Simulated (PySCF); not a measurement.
Functional dependence of a UV spectrum

C3H10O2Si.
InChI=1S/C3H10O2Si/c1-4-6(3)5-2/h6H,1-3H3

Linear-response calculations in the def2-SVPD basis (PySCF; singlets by full response, triplets Tamm–Dancoff, core orbitals frozen in the response; HF means time-dependent Hartree–Fock). 'Strongest' is the level of largest summed f among the singlets computed (6 and 10 roots, of which the last may lack a degenerate partner); it can jump between rows when another state enters that window. S1 is the lowest singlet of each run and needn't be the same state throughout; f(S1) is that of one state. The structure is a single PBE0-D3(BJ)/def2-SVP conformer in the gas phase; no vibrational or solvent corrections.

| functional | kind | S1 (eV) | f(S1) | strongest (eV) | T1 (eV) | HOMO (eV) | gap (eV) | ionisation energy, ΔSCF (eV) |
| --- | --- | --- | --- | --- | --- | --- | --- | --- |
| LDA | LDA | 6.46 | 0.000 | 7.10 | 6.38 | -6.63 | 6.44 | 9.48 |
| PBE | GGA | 6.44 | 0.000 | 7.15 | 6.36 | -6.51 | 6.42 | 9.37 |
| B3LYP | global hybrid, 20% exact exchange | 7.24 | 0.001 | 7.96 | 7.12 | -7.83 | 8.14 | 9.91 |
| PBE0 | global hybrid, 25% exact exchange | 7.50 | 0.001 | 8.15 | not run | -8.06 | 8.66 | not run |
| BHandHLYP | global hybrid, 50% exact exchange | 8.26 | 0.004 | 9.31 | 8.04 | -9.55 | 10.62 | 10.37 |
| CAM-B3LYP | range-separated hybrid | 7.75 | 0.002 | 8.84 | 7.57 | -9.51 | 10.73 | 10.28 |
| wB97X-D | range-separated hybrid | 7.96 | 0.001 | 9.04 | 7.83 | -9.98 | 12.18 | 10.19 |
| LC-wPBE | range-separated hybrid | 8.33 | 0.001 | 9.52 | 8.02 | -10.84 | 13.11 | 10.58 |

Question: What does HF (Hartree–Fock) give?

Answer: S1 (eV) 9.56, f(S1) 0.017, strongest (eV) 10.39, T1 (eV) 8.96, HOMO (eV) -11.80, gap (eV) 14.30, ionisation energy, ΔSCF (eV) not settled. S1 runs from 6.44 eV (PBE) to 9.56 eV (HF), a spread of 3.12 eV, while the orbital gap spreads over 7.9 eV. Along PBE (0%), B3LYP (20%), PBE0 (25%), BHandHLYP (50%), HF (100%) S1 rises with the share of exact exchange. −ε(HOMO) comes closest to its own ΔSCF ionisation energy with wB97X-D (-0.21 eV) and misses most with PBE (-2.86 eV). 'Not settled' means that the ion's SCF failed to converge or may have ended in another state than the lowest.
